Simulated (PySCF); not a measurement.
A calculated (LDA, PySCF 2.14, cc-pVDZ-DK, scalar relativity by spin-free X2C-1e) atom or ion has these occupied shells.

```tsv
shell	electrons	orbital energy (eV)	rms radius, mean of both spins (bohr)
1s α	1	-2768.8	0.105
1s β	1	-2768.2	0.105
2s α	1	-279.44	0.484
2s β	1	-278.70	0.484
2p α	3	-219.58	0.454
2p β	3	-218.68	0.454
3s α	1	-46.248	1.56
3s β	1	-42.598	1.56
3p α	3	-33.035	1.73
```

(1) Name the element and its charge.

Results:

(1) Cl²⁺ (chlorine, charge +2), in [Ne] 3s2 3p3, high-spin 4S determinant.
